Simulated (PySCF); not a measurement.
## TeP⁺: script and output

Input:

```python
from pyscf import gto, dft

mol = gto.M(
    atom='Te 0 0 0; P 0 0 2.485',
    basis='lanl2dz',
    ecp={'Te': 'lanl2dz', 'P': 'lanl2dz'},
    charge=1,
    spin=0,
    verbose=4,
)
mf = dft.RKS(mol, xc='bp86')
mf.grids.level = 1
mf.kernel()
g = mf.nuc_grad_method()
g.grid_response = True
g.kernel()
mf.dip_moment()
print('orbital energies (hartree):', mf.mo_energy[..., max(0, mol.nelec[1]-3):mol.nelec[0]+3].round(4))
```

```bash
$ OMP_NUM_THREADS=1 python input.py
```

Output (some set-up lines and the per-cycle HOMO/LUMO lines with their warnings removed):

```
PySCF version 2.14.0

[INPUT] verbose = 4
[INPUT] num. atoms = 2
[INPUT] num. electrons = 10
[INPUT] charge = 1
[INPUT] spin (= nelec alpha-beta = 2S) = 0
[INPUT] symmetry False subgroup None
[INPUT] Mole.unit = angstrom
[INPUT] Symbol           X                Y                Z      unit          X                Y                Z       unit  Magmom
[INPUT]  1 Te     0.000000000000   0.000000000000   0.000000000000 AA    0.000000000000   0.000000000000   0.000000000000 Bohr   0.0
[INPUT]  2 P      0.000000000000   0.000000000000   2.485000000000 AA    0.000000000000   0.000000000000   4.695969419544 Bohr   0.0

nuclear repulsion = 6.38845727468813
number of shells = 8
number of NR pGTOs = 24
number of NR cGTOs = 16
basis = lanl2dz
ecp = {'Te': 'lanl2dz', 'P': 'lanl2dz'}

******** <class 'pyscf.dft.rks.RKS'> ********
method = RKS
initial guess = minao
damping factor = 0
level_shift factor = 0
DIIS = <class 'pyscf.scf.diis.CDIIS'>
diis_start_cycle = 1
diis_space = 8
diis_damp = 0
SCF conv_tol = 1e-09
SCF conv_tol_grad = None
SCF max_cycles = 50
direct_scf = True
direct_scf_tol = 1e-13
XC library pyscf.dft.libxc version 7.0.0
    S. Lehtola, C. Steigemann, M. J.T. Oliveira, and M. A.L. Marques.,  SoftwareX 7, 1–5 (2018)
XC functionals = bp86
    A. D. Becke.,  Phys. Rev. A 38, 3098 (1988)
    J. P. Perdew.,  Phys. Rev. B 33, 8822 (1986)
radial grids:
    Treutler-Ahlrichs [JCP 102, 346 (1995); DOI:10.1063/1.469408] (M4) radial grids

becke partition: Becke, JCP 88, 2547 (1988); DOI:10.1063/1.454033
pruning grids: <function nwchem_prune>
grids dens level: 1
symmetrized grids: False
atomic radii adjust function: <function treutler_atomic_radii_adjust>
small_rho_cutoff = 0
Set gradient conv threshold to 3.16228e-05
Initial guess from minao.
tot grids = 14440
init E= -9.38585862739456
cycle= 1 E= -13.9432839149164  delta_E= -4.56  |g|= 0.713  |ddm|= 4.09
cycle= 2 E= -11.8726923589991  delta_E= 2.07  |g|= 1.61  |ddm|= 2.89
cycle= 3 E= -13.6964545851836  delta_E= -1.82  |g|= 0.931  |ddm|= 2.85
cycle= 4 E= -14.1675496315268  delta_E= -0.471  |g|= 0.478  |ddm|= 0.703
cycle= 5 E= -13.7902865115324  delta_E= 0.377  |g|= 0.842  |ddm|= 0.599
cycle= 6 E= -13.7759420396277  delta_E= 0.0143  |g|= 0.846  |ddm|= 0.032
cycle= 7 E= -14.0563242250562  delta_E= -0.28  |g|= 0.637  |ddm|= 0.395
cycle= 8 E= -14.134800090488  delta_E= -0.0785  |g|= 0.526  |ddm|= 0.145
cycle= 9 E= -14.2661338342207  delta_E= -0.131  |g|= 0.141  |ddm|= 0.39
cycle= 10 E= -14.2742777226381  delta_E= -0.00814  |g|= 0.0326  |ddm|= 0.147
cycle= 11 E= -14.2747258895663  delta_E= -0.000448  |g|= 0.0032  |ddm|= 0.0304
cycle= 12 E= -14.274730300079  delta_E= -4.41e-06  |g|= 0.000161  |ddm|= 0.00261
cycle= 13 E= -14.274730310596  delta_E= -1.05e-08  |g|= 3.8e-05  |ddm|= 0.00017
cycle= 14 E= -14.274730311214  delta_E= -6.18e-10  |g|= 8.27e-07  |ddm|= 3.15e-05
Extra cycle  E= -14.2747303111836  delta_E= 3.04e-11  |g|= 8.49e-06  |ddm|= 7.85e-06
converged SCF energy = -14.2747303111836

******** <class 'pyscf.grad.rks.Gradients'> for <class 'pyscf.dft.rks.RKS'> ********
unit = Eh/Bohr
grid_response = True
--------------- RKS gradients ---------------
         x                y                z
0 Te    -0.0000000000     0.0000000000    -0.0497902268
1 P     0.0000000000    -0.0000000000     0.0497902268
----------------------------------------------

WARN: System has nonzero charge 1; the dipole moment is origin-dependent.
Location of origin: [0. 0. 0.]

Dipole moment(X, Y, Z, Debye): -0.00000,  0.00000,  4.70724
orbital energies (hartree): [-0.5287 -0.4981 -0.4981 -0.4218 -0.4218 -0.3176]
```

In short: E(SCF) = -14.274730 Eh, 14 cycles, gradient on the second atom 0.0498 Eh/bohr.

It ran on Arm Neoverse V2 (1 thread, shared host) in 1 s.

Stability towards an unrestricted solution was not tested. The bond length is a typed value, not an optimised one. The dipole of an ion depends on the origin.
